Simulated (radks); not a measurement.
Species: the palladium ion Pd1.75+. Configuration: [Kr] 4d7.25 5s1 (fractional occupations, a model configuration).

All-electron calculation, scalar-relativistic Kohn-Sham, SCAN, spin-unpolarised, spherical densities, finite nucleus; meta-GGA in the generalised Kohn-Sham scheme; Fermi nuclear charge, rms radius 4.5318 fm. Program: a radial shooting solver on a logarithmic mesh with Libxc functionals.

Energy parts (Ry):
| part | energy |
|---|---|
| total | -10091.41211 |
| kinetic | 10467.67546 |
| electron-nucleus | -24299.87067 |
| Hartree | 4028.39515 |
| exchange-correlation | -287.61205 |

Orbitals (lengths in bohr, moments of r in powers of bohr; <r^-3> diverges for s and p1/2; r(max) is where P^2 peaks; r(90%) holds 90 % of the orbital's charge):
orbital  occ.  eigenvalue (Ry)      <r>   r(max)  <r^-3>  r(90%)
1s          2        -1781.684  0.03186  0.02066       -  0.0571
2s          2        -262.9462   0.1382   0.1167       -   0.214
2p          6        -235.6971   0.1206  0.09344    3505   0.196
3s          2        -49.49374   0.3783   0.3412       -   0.557
3p          6        -40.45272   0.3781   0.3347   620.4   0.569
3d         10        -26.16516   0.3576   0.2829   84.09   0.566
4s          2         -8.41398   0.9419   0.8519       -    1.36
4p          6         -5.80220    1.029   0.9075   100.2    1.52
4d       7.25         -2.05871    1.343    1.061   8.523    2.11
5s          1         -1.42374    2.569    2.259       -    3.73

The highest occupied level is 5s at -19.371 eV. The electron density at the nucleus is 1.359e+05 e/bohr^3 (large components only).
